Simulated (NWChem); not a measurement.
**Correlation energy of BN**

SMILES: [B]=[N]
```xyz
2

B      0.0000     0.0000     0.7682
N      0.0000     0.0000    -0.5487
```
Charge 0, spin multiplicity 3.

All runs are NWChem calculations. Structure: optimised with UPBE0/def2-SVP, a minimum by its harmonic frequencies.

Basis set: cc-pVTZ. Each correlation energy counts from its own Hartree-Fock reference.

The correlated methods keep 2 core orbitals frozen. This spin state was chosen for the runs; another may lie lower. The structure started from a generated list of species. The unpaired electrons of the parent sit in orbitals of symmetry a1 and b1 (C2v labels of the run); other states weren't searched. The stability of the SCF solutions was not checked. Open-shell Hartree-Fock references start from PBE0 orbitals. Coupled-cluster values serve here as a point of comparison, not as the truth.

One of these methods gave a correlation energy of -219.6 mHa. Which?
A) URI-MP2
B) CCSD[T] on ROHF
C) CCSD on ROHF
D) CCSD on UHF

A, URI-MP2. The others give -243.3 (CCSD on ROHF), -258.6 (CCSD[T] on ROHF), -238.8 (CCSD on UHF).
